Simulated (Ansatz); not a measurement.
The same path of C₃H₈OSi (13 atoms, charge 0, multiplicity 1) was run twice with different band settings. The coordinate that changes most is the dihedral H7–C1–C2–C3.

These are results of RKS PBE0-D4/def2-mTZVP in Ansatz 0.2.0, not measurements.

Relaxed end points:

```xyz
13
Properties=species:S:1:pos:R:3
C -1.503 1.382 0.973
C -0.572 0.595 0.116
C 0.041 -0.537 0.465
Si 1.191 -1.457 -0.668
O 1.540 -0.565 -2.024
H -1.632 0.925 1.956
H -1.136 2.405 1.113
H -2.487 1.468 0.500
H -0.398 0.999 -0.882
H -0.145 -0.934 1.465
H 2.436 -1.808 0.079
H 0.577 -2.709 -1.178
H 2.107 0.201 -1.900
```

```xyz
13
Properties=species:S:1:pos:R:3
C -1.562 1.300 0.990
C -0.660 0.493 0.122
C 0.253 -0.383 0.545
Si 1.342 -1.347 -0.610
O 1.198 -0.798 -2.171
H -2.612 1.082 0.768
H -1.387 1.103 2.050
H -1.423 2.371 0.811
H -0.781 0.646 -0.951
H 0.362 -0.530 1.622
H 2.756 -1.258 -0.138
H 0.953 -2.779 -0.667
H 1.581 0.065 -2.356
```

Common settings: movable images 9; climbing image yes; optimiser quadratic models (default); start path IDPP; force threshold 0.05 eV/Å; end points relaxed.

| run | spring | iteration limit |
| --- | --- | --- |
| 1 | 5.0 eV/Å² | 40 |
| 2 | 50.0 eV/Å² | 43 |

(1) What does each run give, and how far can it be trusted?

Results:

(1) Run 1: converged after 6 iterations, highest image 0.079 eV above the first end. A vibrational analysis at the climbing image gives one clearly imaginary mode, 198i cm⁻¹: a first-order saddle point.
Run 2: converged after 6 iterations, highest image 0.079 eV above the first end. Another band between the same ends (9 images) ends at a top of the same energy, where a vibrational analysis finds 1 clearly imaginary mode.
